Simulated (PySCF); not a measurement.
**How methods differ on the excitation energy of Be**

Be [He] 2s2 (1S) → Be [He] 2p2 (3P), as a difference of total energies. All numbers are calculated (PySCF 2.14, the spin-free X2C one-electron Hamiltonian (Gaussian nucleus), in dyall-acv3z (15s9p4d2f, 76 functions)). Correlated levels: valence and next inner shell: nothing frozen; virtual orbitals above 40 to 60 times the deepest correlated orbital energy dropped. The calculations carry no spin-orbit coupling.

| method | excitation energy (eV) |
| --- | --- |
| UHF | 6.442 |
| MP2 (valence and next inner shell) | 7.074 |
| SCS-MP2 (valence and next inner shell) | 7.357 |
| CCSD (valence and next inner shell) | 7.418 |
| CCSD(T) (valence and next inner shell) | 7.429 |

Question: How much does correlation contribute at CCSD(T) (valence and next inner shell)?

Answer: 7.429 − (6.442) = 0.987 eV, measured against UHF.

Errors of the correlated levels include the incompleteness of this basis.

For comparison: 7.401 eV (measured; NIST levels, between the centres of gravity of the two terms).
